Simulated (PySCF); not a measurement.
Hf(OH)3(H) (H₄HfO₃), SMILES [OH][HfH]([OH])[OH], multiplicity 1.

Geometry: B3LYP-D3(BJ)/def2-SVP. The multiplicity is an assumed one; no other spin state was optimised. The structure was generated by enumeration; whether it is a known compound was not checked. The def2 effective core potentials stand for the cores of Hf; spin–orbit coupling is left out. Other conformers were not sampled.

All values below come from PBE/def2-TZVPD in PySCF.

Symmetry labels are those of the subgroup Cs that the program uses (full group C3v).

List the valence orbital energies around the gap with their symmetry. (Estimate from the structure and the level; the computed values follow.)


```json
[
 {"orbital": "HOMO−7", "symmetry": "A\"", "energy (eV)": "-12.08"},
 {"orbital": "HOMO−6", "symmetry": "A\"", "energy (eV)": "-8.18"},
 {"orbital": "HOMO−5", "symmetry": "A'", "energy (eV)": "-8.18"},
 {"orbital": "HOMO−4", "symmetry": "A'", "energy (eV)": "-7.79"},
 {"orbital": "HOMO−3", "symmetry": "A'", "energy (eV)": "-7.75"},
 {"orbital": "HOMO−2", "symmetry": "A\"", "energy (eV)": "-7.75"},
 {"orbital": "HOMO−1", "symmetry": "A\"", "energy (eV)": "-7.33"},
 {"orbital": "HOMO", "symmetry": "A'", "energy (eV)": "-6.49"},
 {"orbital": "LUMO", "symmetry": "A'", "energy (eV)": "-0.90"},
 {"orbital": "LUMO+1", "symmetry": "A'", "energy (eV)": "-0.77"},
 {"orbital": "LUMO+2", "symmetry": "A\"", "energy (eV)": "-0.77"},
 {"orbital": "LUMO+3", "symmetry": "A'", "energy (eV)": "-0.28"}
]
```
